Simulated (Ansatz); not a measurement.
A made-up structure of ZnNH3S, singlet:

```tsv
atom	x (Å)	y (Å)	z (Å)
N1	0.2605	0.4089	1.4449
Zn2	0.2310	-0.2466	-0.2467
S3	0.3649	-1.1173	-2.2151
H4	-0.4575	0.0974	2.0829
H5	1.1566	-1.4505	-0.0599
H6	-0.7804	-0.5469	-2.6277
```

It is relaxed with PBE-D4/def2-SVP and then PBE0-D4/def2-TZVP (Ansatz 0.2.0). Atoms count as bonded within 1.22 times the sum of their covalent radii (H–H: 0.88 Å). The end point is not checked to be a true minimum.

Question: Does its bonding change? (A judgement: the text doesn't fix the answer.)

Answer: By the calculation: Yes. Formed: N1–H5; broken: Zn2–H5.

Where it ends: The first stage lowers the energy by 4.75 eV in 15 steps. It ends as ZnNH₃S ([NH2][Zn][SH]):
```xyz
6
angstrom
N 0.5719 -0.2842 1.1751
Zn 0.3068 -0.3218 -0.6194
S 0.1443 -0.2576 -2.7690
H -0.1168 0.1880 1.7429
H 0.8246 -1.1487 1.6318
H -0.9556 -1.0307 -2.7830
```

Labels in which every atom is bracketed show which atoms are joined, not bond orders.

For scale, one of the runs: PBE0-D4/def2-TZVP relaxation, 134 basis functions, launched by `ansatz run in.yaml --threads 2 --pin off --events-out ev --progress --plain --max-ram 4352MiB`. Hardware: 2 CPU threads of an Arm Neoverse V1, shared host. Wall time about 19 s.
